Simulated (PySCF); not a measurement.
Compound: C3H9FSi2.
SMILES: `F[C@H]1CC[SiH2][SiH2]1`

The closed-shell ground state was solved at several levels (PySCF, density fitting, gas phase, non-relativistic). One conformer (not necessarily the lowest) at the PBE0-D3(BJ)/def2-SVP geometry, without solvent, vibrations or thermal averaging.

```tsv
level	basis functions	total energy (Eh)	HOMO (eV)	LUMO (eV)	gap (eV)	dipole (D)
PBE0/def2-TZVP	252	-798.1741	-7.53	0.03	7.56	1.52
PBE0/6-311+G(2d,p)	232	-798.1544	-7.57	-0.27	7.30	1.58
PBE0/def2-SVP	137	-797.7249	-7.55	0.24	7.79	1.46
PBE0/STO-3G	47	-788.5733	-4.10	6.05	10.15	1.01
B97-D/pcSseg-1	161	-798.3476	-6.40	-0.54	5.86	1.45
PBE/pcSseg-1	161	-797.9535	-6.42	-0.70	5.72	1.43
OPBE/pcSseg-1	161	-798.3271	-6.40	-0.60	5.80	1.44
BP86/pcSseg-1	161	-798.5694	-6.53	-0.78	5.75	1.45
PBE0/6-31G*	110	-798.0265	-7.39	0.47	7.86	1.45
PBE0/6-31G	80	-797.9277	-7.56	0.61	8.17	1.72
PBE0/pcSseg-1	161	-798.0262	-7.62	0.13	7.75	1.52
```

Question: Estimate the row for BLYP/pcSseg-1, a basis of 161 functions; the other rows only guide the guess.

Answer: Total energy -798.4243 Eh, HOMO -6.28 eV, LUMO -0.50 eV, gap 5.78 eV, dipole 1.41 D.

Question: Over all these levels, which gives the widest orbital gap and which the narrowest?

Answer: PBE0/STO-3G (global hybrid, 25 % exact exchange) has the widest, 10.15 eV, and PBE/pcSseg-1 (GGA) the narrowest, 5.72 eV. Functional and basis both differ between the two, so the spread mixes both effects.

Question: How much does the basis alone move the frontier levels among the 7 PBE0 rows?

Answer: The HOMO by 3.52 eV and the LUMO by 6.32 eV. By rising basis size (HOMO, LUMO in eV): STO-3G -4.10, 6.05; 6-31G -7.56, 0.61; 6-31G* -7.39, 0.47; def2-SVP -7.55, 0.24; pcSseg-1 -7.62, 0.13; 6-311+G(2d,p) -7.57, -0.27; def2-TZVP -7.53, 0.03.

Question: How far do the dipole and the HOMO energy spread over the levels?

Answer: The dipole runs from 1.01 to 1.72 D (mean 1.45 D) and the HOMO from -7.62 to -4.10 eV.

B97-D is run here without its empirical dispersion term; that term would change no orbital, density or response property at a fixed geometry.
